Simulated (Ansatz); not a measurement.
One change: `[NH2][Al]([OH])[Br]` becomes `[CH3][Al]([NH2])[Br]`.

Ansatz, PBE0-D4/def2-TZVP geometries, multiplicity 1. Each molecule was computed in one conformer, which needn't be the lowest.

Scalar relativity is left out up to krypton.

| property | `[NH2][Al]([OH])[Br]` |
| --- | --- |
| size of the dipole moment (ωB97M-V/def2-TZVPP) / D | 3.34 |
| HOMO–LUMO gap (PBE/def2-TZVPP) / eV | 4.96 |
| HOMO energy (B3LYP/def2-TZVPP) / eV | -7.47 |
| LUMO energy (B3LYP/def2-TZVPP) / eV | -0.80 |
| LUMO energy (ωB97M-V/def2-TZVPP) / eV | 1.06 |
| HOMO–LUMO gap (ωB97M-V/def2-TZVPP) / eV | 11.18 |

Problem. What does the change do to each property? (An estimate is asked.)

Solution. Ansatz gave: 
```csv
property,`[CH3][Al]([NH2])[Br]`,shift
size of the dipole moment (ωB97M-V/def2-TZVPP) / D,2.44,-0.90
HOMO–LUMO gap (PBE/def2-TZVPP) / eV,5.33,0.37
HOMO energy (B3LYP/def2-TZVPP) / eV,-7.36,0.11
LUMO energy (B3LYP/def2-TZVPP) / eV,-0.39,0.41
LUMO energy (ωB97M-V/def2-TZVPP) / eV,1.35,0.29
HOMO–LUMO gap (ωB97M-V/def2-TZVPP) / eV,11.33,0.15
```

With PBE0 the HOMO rises by 0.12 eV and the LUMO rises by 0.39 eV, so the gap widens by about 0.27 eV. PBE moves the HOMO by 0.07 eV and ωB97M-V by 0.14 eV. The zero-point energy changes by 58.2 kJ/mol with +6 modes. Dipoles are sizes alone; their direction can turn.

B3LYP here is the variant with VWN-RPA as its local correlation; programs differ in this.

Spin–orbit coupling is left out; it splits and shifts lone-pair levels of the heavy atoms by tenths of an eV.
